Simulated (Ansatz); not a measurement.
System: sum formula HSiO, charge -1, multiplicity 1. 
Coordinates optimised at B3LYP-D3(BJ)/def2-TZVP (Ansatz, a quantum-chemistry and plane-wave program):
```
O
H 1 0.9582
Si 1 1.7528 2 105.99
```
Charge -1, spin multiplicity 1.

**Question.** Give the harmonic wavenumbers at B3LYP-D3(BJ)/def2-TZVP (Ansatz, finite differences of forces, unscaled).

**Answer.** 679, 833, 3855 cm⁻¹. Zero-point energy 7.7 kcal/mol.

**Question.** From these and the geometry, give the ideal-gas thermochemistry at 298.15 K and 1 atm (rigid rotor, harmonic oscillator).

**Answer.** Point group Cs, rotational symmetry number 1. Rotational constants 641.6, 15.2, 14.85 GHz. S(trans) 37.34, S(rot) 18.35, S(vib) 0.51, S(elec, spin only) 0.00, S 56.2 cal/(mol K). H(298) - H(0) 2.49 kcal/mol; G - E(el) -6.6 kcal/mol.
